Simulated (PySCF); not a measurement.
# NMR data sheet: C$_{9}$H$_{10}$

| Item | Value |
| --- | --- |
| Formula | C9H10 |
| SMILES | C#CC#CCC(=C)CC |
| Point group of the computed structure | C1 |
| Degrees of unsaturation | 5 |
| Carbon signals | 9 |
| Proton signals | 6 |

Bonds (- single, = double, # triple, : aromatic): C1#C2, C2-C3, C3#C4, C4-C5, C5-C6, C6=C7, C6-C8, C8-C9. C1 carries H10; C5 carries H11, H12; C7 carries H13, H14; C8 carries H15, H16; C9 carries H17, H18, H19. H13 is cis to C5; H14 is trans to C5.

- shieldings: GIAO HF/pcSseg-1
- coordinates at the PBE0-D3(BJ)/def2-SVP level
- program: PySCF 2.14
- in vacuum, non-relativistic, one computed conformer, fast rotation and ring inversion assumed for equivalent nuclei

δ = σ(ref) − σ, references computed at the same level: TMS for 1H (31.69 ppm), 13C (190.85 ppm).

| carbon | δC, type | δH (multiplicity) | HMBC from (2–3 bonds) | span of the C tensor (ppm) |
| --- | --- | --- | --- | --- |
| C1 | 74.8, CH | 2.34 (s) | – | 225 |
| C2 | 70.5, C | – | H10 | 263 |
| C3 | 75.7, C | – | H11/H12, H10 | 215 |
| C4 | 77.2, C | – | H11/H12 | 296 |
| C5 | 21.8, CH2 | 2.84 (s) | H14, H13, H15/H16 | 32 |
| C6 | 153.8, C | – | H14, H13, H11/H12, H15/H16, H17/H18/H19 | 271 |
| C7 | 119.4, CH2 | H13 5.03 (m); H14 5.14 (m) | H11/H12, H15/H16 | 193 |
| C8 | 27.2, CH2 | 2.14 (q) | H14, H13, H11/H12, H17/H18/H19 | 26 |
| C9 | 14.0, CH3 | 1.06 (t) | H15/H16 | 23 |

- Carbon types of the structure: 4 × C, 1 × CH, 3 × CH2, 1 × CH3, which accounts for all hydrogens.
- δC 153.8: fully substituted alkene carbon; as expected for a trigonal carbon in a double bond.
- δC 119.4: terminal =CH2 carbon; the olefinic region.
- δC 77.2, 75.7, 70.5: alkyne carbon; the triple bond shields along its axis, which puts it between sp3 and sp2 carbons.
- δC 74.8: terminal alkyne carbon; the triple bond shields along its axis, which puts it between sp3 and sp2 carbons.
- δC 27.2, 21.8: allylic sp3 CH2; aliphatic region, no heteroatom directly attached.

Shifts are as computed. Against solution values, carbons near 30 ppm lie about -0 ppm off and those near 130 ppm about +7 ppm. Of 1211 compounds with measured shifts, 218 miss one by over three times the rms of a fit or turn the order of signals round; such compounds aren't used in these exercises. Multiplicities follow the n + 1 count of equivalent neighbours, as no J values were calculated; m marks all less simple cases, F and P coupling included.
